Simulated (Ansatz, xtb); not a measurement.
# C2H7As+: where a starting geometry ends

The starting geometry of this gas-phase doublet has its atoms placed at random.

```yaml
atoms:
  - { symbol: C, position_ang: [-1.6436, -0.4955, -1.2510] }
  - { symbol: C, position_ang: [-1.2725, -0.6947, 0.9632] }
  - { symbol: As, position_ang: [-0.6877, 1.7403, 1.5011] }
  - { symbol: H, position_ang: [-0.7303, -0.6886, 1.7561] }
  - { symbol: H, position_ang: [-1.2120, 1.9418, -0.4109] }
  - { symbol: H, position_ang: [-0.3878, -0.6657, -0.8789] }
  - { symbol: H, position_ang: [-1.3720, -2.0125, 0.5882] }
  - { symbol: H, position_ang: [-1.1290, -0.0132, -0.3515] }
  - { symbol: H, position_ang: [-1.0197, -0.4983, -1.9469] }
  - { symbol: H, position_ang: [0.1266, 0.4965, 0.3452] }
```

**Question.** Guess where an optimisation with r2SCAN-D4/def2-SVP ends from this start.

**Answer.** It ends as a structure given below by its coordinates. Distances that change by over a tenth: C1–H6 (1.32 → 1.10 Å), C1–H9 (0.93 → 1.11 Å), C2–H4 (0.96 → 1.10 Å). Contacts that close: C1–C2 (2.25 → 1.53 Å), C2–As3 (2.56 → 1.95 Å), C2–H7 (1.37 → 1.10 Å), As3–H5 (1.99 → 1.51 Å), As3–H10 (1.88 → 1.51 Å).

The energy falls by 15.37 eV over 26 steps:

| step | E − E(last) (eV) |
| --- | --- |
| 1 | 15.375 |
| 4 | 7.398 |
| 7 | 3.777 |
| 9 | 3.076 |
| 12 | 2.788 |
| 15 | 2.565 |
| 18 | 1.464 |
| 20 | 0.169 |
| 23 | 0.003 |
| 26 | 0.000 |

Final geometry (Å):

```xyz
10

C    -1.0349   -0.5903   -0.9910
C    -1.1646   -0.6933    0.5273
As   -0.6511    1.0153    1.3100
H    -0.4962   -1.4440    0.9771
H    -1.5091    2.1441    0.8030
H    -0.0042   -0.3997   -1.3241
H    -2.1935   -0.8860    0.8695
H    -1.7113    0.1566   -1.4317
H    -1.3309   -1.5770   -1.3935
H     0.7679    1.3846    0.9679
```

From the same start GFN2-xTB ends elsewhere, differing in C1–C2 (3.58 against 1.53 Å here), C1–H5 (1.11 against 3.30 Å here), As3–H5 (2.15 against 1.51 Å here).

From so rough a start the end depends on the optimiser's path, so another program may land elsewhere. The end wasn't checked by frequencies. Open shells are spin-unrestricted. Run with Ansatz 0.2.0, 2.6 min on 2 threads of Intel(R) Xeon(R) Platinum 8259CL CPU @ 2.50GHz (Skylake/Cascade Lake) (shared host).
